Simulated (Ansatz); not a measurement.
**A barrier at the coupled-cluster level**

Start structure (SiH6ClOF, closed shell), relaxed at PBE0-D4/def2-TZVP:

```csv
atom,x (Å),y (Å),z (Å)
Si1,-0.7521,0.9728,0.4205
H2,0.4955,0.4380,1.0382
H3,-0.4651,1.8485,-0.7297
H4,-1.7678,-0.0708,0.2026
Cl5,-1.5111,2.2119,1.8989
H6,0.6158,-1.3894,-1.0818
O7,0.1998,-0.6063,-1.4628
H8,1.0337,-1.1744,1.0596
F9,1.3073,-1.9982,0.7230
H10,0.8442,-0.2322,-2.0684
```

The step: SiH₃Cl ([SiH3][Cl]) + H₂O + HF → SiH₃ClO ([OH][SiH2][Cl]) + HF + H₂; bonds formed: Si1–O7, H2–H8, H6–F9; bonds broken: Si1–H2, H6–O7, H8–F9. Ansatz 0.2.0; basis: def2-TZVPP and def2-QZVPP; cores frozen in the correlated methods. Extrapolation: Hartree–Fock as exp(−7.88 √X), correlation as X^−2.97. Energies below are by CCSD(T) at an estimated basis limit (MP2 extrapolated from triple and quadruple zeta, plus CCSD(T) − MP2 in triple zeta).

What are the electronic barrier and the energy of the step, from the start structure to the end structure? (To be estimated.)

The calculation gives: Barrier 1.314 eV; step energy -0.848 eV (downhill); reverse barrier, their difference, 2.162 eV. Barrier and step energy count from the start structure, the reverse barrier from the end structure.

The saddle point: One imaginary mode of 1052i cm⁻¹.
```csv
pair,start (Å),saddle (Å),end (Å)
Si1–O7,2.64,1.80,1.65
H2–H8,1.70,1.00,0.75
H6–F9,2.03,1.27,0.94
Si1–H2,1.49,1.70,3.63
H6–O7,0.97,1.09,1.70
H8–F9,0.93,1.15,2.61
```

Zero-point energy (harmonic, PBE0-D4): ZPE is 1.708 eV at the start and 1.655 eV at the saddle, so the barrier goes from 1.314 to 1.260 eV.

No T1 diagnostic of these runs exceeds 0.011.

Labels in which every atom is bracketed show which atoms are joined, not bond orders.

For scale, one of the runs: CCSD(T)/def2-TZVPP, 230 basis functions, launched by `ansatz run in.yaml --threads 4 --pin off --events-out ev --progress --plain --max-ram 9574MiB`. The run took 91 s on 4 CPU threads of an Arm Neoverse V2 (shared host), with 3.9 GiB of host memory at its peak.
